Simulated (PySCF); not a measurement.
What PySCF settings do for NaAs

Base input, run as `python input.py` with PySCF 2.14:

```python
from pyscf import gto, scf

mol = gto.M(
    atom='Na 0 0 0; As 0 0 2.475',
    basis='x2c-svpall',
    charge=0,
    spin=2,
    verbose=4,
)
mf = scf.UHF(mol)
mf = mf.sfx2c1e()
mf = mf.density_fit(auxbasis='def2-universal-jkfit')
mf.kernel()
mf.analyze()
print('orbital energies (hartree):', [e[max(0, n-3):n+3].round(4) for e, n in zip(mf.mo_energy, mol.nelec)])
```

Base result: E(SCF) = -2420.630839 Eh, 11 cycles, ⟨S²⟩ = 2.039, μz(SCF) = -7.11 D. The bond length is a typed value, not an optimised one. No search for the lowest solution was made.

Wall time 1.1 s on one thread of a shared host.

Each row names what differs from the base; energies in brackets are changes from the base.

| change | result |
| --- | --- |
| step after the SCF: analyze → tda; number of roots: default → 8 | E(SCF) = -2420.630839 Eh (+0.0000 eV), 11 cycles, ⟨S²⟩ = 2.039, μz(SCF) = -7.11 D, first excitations without spin–orbit coupling 0.76, 0.76, 1.74, 3.65, 3.89 eV |
| geometry: bond 2.475 → bond 7.425 [spin-contaminated] | E(SCF) = -2420.633191 Eh (-0.0640 eV), 14 cycles, ⟨S²⟩ = 3.001, μz(SCF) = 0.00 D |
| basis set: x2c-svpall → lanl2dz; core potential: off → on; spin-free X2C: on → off | E(SCF) = -6.123678 Eh, 12 cycles, ⟨S²⟩ = 2.078, μz(SCF) = -7.00 D |
| electric field along z (a.u.): none → 0.001 | E(SCF) = -2420.628119 Eh (+0.0740 eV), 12 cycles, ⟨S²⟩ = 2.057, μz(SCF) = -6.70 D |
| point-group symmetry: off → on | E(SCF) = -2420.630839 Eh (+0.0000 eV), 11 cycles, ⟨S²⟩ = 2.039, μz(SCF) = -7.11 D |
| basis set: x2c-svpall → crenbl; core potential: off → on; spin-free X2C: on → off | E(SCF) = -159.090152 Eh, 13 cycles, ⟨S²⟩ = 2.198, μz(SCF) = -6.14 D |
| PCM solvent, dielectric constant: none → 2.27 | E(SCF) = -2420.640766 Eh (-0.2701 eV), 10 cycles, ⟨S²⟩ = 2.012, μz(SCF) = -8.74 D |
| step after the SCF: analyze → mp2; frozen orbitals: default → 10 | E(SCF) = -2420.630839 Eh (+0.0000 eV), 11 cycles, E(MP2) − E(SCF) = -0.20325 Eh, ⟨S²⟩ = 2.039, μz(SCF) = -7.11 D |
| spin-free X2C: on → off [unsound on purpose] | E(SCF) = -2385.441843 Eh, 11 cycles, ⟨S²⟩ = 2.027, μz(SCF) = -7.53 D |
| functional: none (Hartree–Fock) → lc_wpbe; SCF type: UHF → UKS | E(SCF) = -2422.451081 Eh, 10 cycles, ⟨S²⟩ = 2.008, μz(SCF) = -7.29 D |
| geometry: bond 2.475 → bond 2.302 | E(SCF) = -2420.614226 Eh (+0.4521 eV), 11 cycles, ⟨S²⟩ = 2.027, μz(SCF) = -6.79 D |
| geometry: bond 2.475 → bond 1.98 | E(SCF) = -2420.539915 Eh (+2.4742 eV), 11 cycles, ⟨S²⟩ = 2.009, μz(SCF) = -6.28 D |
| PCM solvent, dielectric constant: none → 4.71 | E(SCF) = -2420.646014 Eh (-0.4129 eV), 11 cycles, ⟨S²⟩ = 2.010, μz(SCF) = -9.34 D |
| step after the SCF: analyze → mp2; frozen orbitals: default → 0 | E(SCF) = -2420.630839 Eh (+0.0000 eV), 11 cycles, E(MP2) − E(SCF) = -0.24172 Eh, ⟨S²⟩ = 2.039, μz(SCF) = -7.11 D |
| density fitting: def2-universal-jkfit → cc-pvdz-jkfit | stops with BasisNotFoundError (Basis set not found for Na in cc-pvdz-jkfit) |
| spin (2S): 2 → 4 [a high spin state] | E(SCF) = -2420.593163 Eh (+1.0252 eV), 11 cycles, ⟨S²⟩ = 6.001, μz(SCF) = 4.51 D |
| level shift (hartree): none → 5 [unsound on purpose] | not converged: SCF after 50 cycles |
| PCM solvent, dielectric constant: none → 20.5 | E(SCF) = -2420.650239 Eh (-0.5279 eV), 10 cycles, ⟨S²⟩ = 2.009, μz(SCF) = -9.77 D |
| Cartesian functions: off → on | E(SCF) = -2420.639222 Eh (-0.2281 eV), 12 cycles, ⟨S²⟩ = 2.044, μz(SCF) = -6.99 D |
| functional: none (Hartree–Fock) → hf,lyp; SCF type: UHF → UKS | E(SCF) = -2422.635049 Eh, 10 cycles, ⟨S²⟩ = 2.012, μz(SCF) = -7.49 D |

Question: Order these changes by how far they move the SCF energy from the base, largest first: (1) PCM solvent, dielectric constant: none → 20.5; (2) PCM solvent, dielectric constant: none → 4.71; (3) geometry: bond 2.475 → bond 1.98; (4) geometry: bond 2.475 → bond 2.302.

Answer: (3) +2.4742 eV, (1) -0.5279 eV, (4) +0.4521 eV, (2) -0.4129 eV.
